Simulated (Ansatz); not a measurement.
Job for Ansatz (a first-principles code): R-RI-MP2/def2-QZVPP on GeH5NTe (SMILES N[Te][GeH3]), a point of a torsion scan. Elements past Kr take the def2 small-core potentials; no spin–orbit coupling. Files ending in .json are basis or fitting sets from the Basis Set Exchange. The run froze 24 orbitals, filled d shells among them.

Ansatz 0.2 input:
```yaml
crystal:
  periodic: [false, false, false]
  atoms:
    - {symbol: N, position_ang: [2.11310678, -0.13623990, 0.20620280]}
    - {symbol: Te, position_ang: [0.61941437, -0.13961117, 1.62047886]}
    - {symbol: Ge, position_ang: [-1.34681658, 0.04782854, 0.05183903]}
    - {symbol: H, position_ang: [2.09657389, 0.71721148, -0.33787524]}
    - {symbol: H, position_ang: [1.99641578, -0.90099470, -0.44702909]}
    - {symbol: H, position_ang: [-0.97042261, -0.37553057, -1.34195445]}
    - {symbol: H, position_ang: [-2.51921705, -0.80269419, 0.44014643]}
    - {symbol: H, position_ang: [-1.93044888, 1.42489704, -0.12939967]}
basis:
  gaussian:
    orbitals: def2-QZVPP.json
    fitting: {mean_field: def2-universal-JKFIT, correlation: def2-QZVPP-RIFIT.json}
magnetization: {spin_polarized: false}
correlation: {method: mp2, electrons: outside_noble_gas}
scf: {lower_state_search: off}
```

The log:

```
WARN ansatz: RAYON_NUM_THREADS=1 ignored (pool sized by the plan → 1); use --threads N
Functional definition: HF
these checks for a lower state are left out or cut short: stability, starts, cluster_reference, orbital_swaps, neighbouring_geometries, increment
integrals: 0.66 GiB planned
651 factors; integrals over basis functions are off by at most 2.5e0 eV
mean field: 1.02 GiB planned
mean field evaluation 1: about -65299.3400 eV, gradient 3.2e1 eV
mean field evaluation 2: about -65300.8181 eV, gradient 2.2e1 eV
mean field evaluation 4: about -65301.7588 eV, gradient 1.5e0 eV
mean field -65301.76405843 eV, -2399.7955660218 hartree, gradient 8.2e-7 eV, S^2 0.000000; 0 other end points of the search recorded, 0 dependent functions left out
24 core orbitals not correlated
995 factors; their error is unknown
reference -65301.76405843 eV, -2399.7955660218 hartree; 10, 10 occupied and 344, 344 virtual orbitals, 995 factors
second order -14.05327897 eV of doubles, -0.00000000 eV of singles
Total energy: -65315.81733740 eV, -2400.3120144982 hartree
Checks for a lower state left out: stability, starts, cluster_reference, orbital_swaps, neighbouring_geometries, increment
```

The run converged.

Cost: around 13 core-seconds (rough).
